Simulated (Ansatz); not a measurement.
This geometry of BrH + FGeH3 (7 atoms, charge 0, multiplicity 1) is a first-order saddle point.

Level of theory: RKS PBE-D4/def2-SVP in Ansatz.

```xyz
7
Properties=species:S:1:pos:R:3
Ge -0.174 0.073 -0.063
H 0.068 -0.641 1.559
H 1.304 0.549 -0.018
F -0.882 1.437 -0.922
H -0.580 -1.235 -0.768
Br -2.442 0.318 1.568
H -0.876 -0.383 1.795
```

(1) Which two structures does it join? (They come from a converged band through this point; their orientation in space is the band's.)

(2) How far does it lie above each of them?

## Answers

(1) Bonds broken: Ge1–H2, Br6–H7. Bonds formed: Ge1–Br6, H2–H7. BrH + FGeH3 becomes BrFGeH2 + H2.

First end point:

```xyz
7
Properties=species:S:1:pos:R:3
Ge 0.396 -0.186 0.006
H 0.782 -0.602 1.443
H 1.591 0.379 -0.797
F -0.724 1.200 0.176
H -0.384 -1.274 -0.765
Br -3.081 -0.103 1.937
H -2.163 0.704 1.152
```

Last end point:

```xyz
7
Properties=species:S:1:pos:R:3
Ge -0.608 0.401 -0.377
H 0.475 -1.296 2.401
H 0.641 1.051 0.255
F -0.869 1.191 -1.922
H -0.556 -1.119 -0.652
Br -2.449 0.860 0.949
H -0.216 -0.971 2.498
```

(2) 1.55 eV above the first and 1.95 eV above the second. This is the barrier of this one path; another mechanism may lie lower. The orbitals stay closed-shell, which can raise the energy where a bond breaks towards radicals; this wasn't checked here.

The run took 100 s on 2 threads of Intel(R) Xeon(R) 6975P-C (Granite Rapids), with other jobs on the host, peak memory 0.16 GiB.
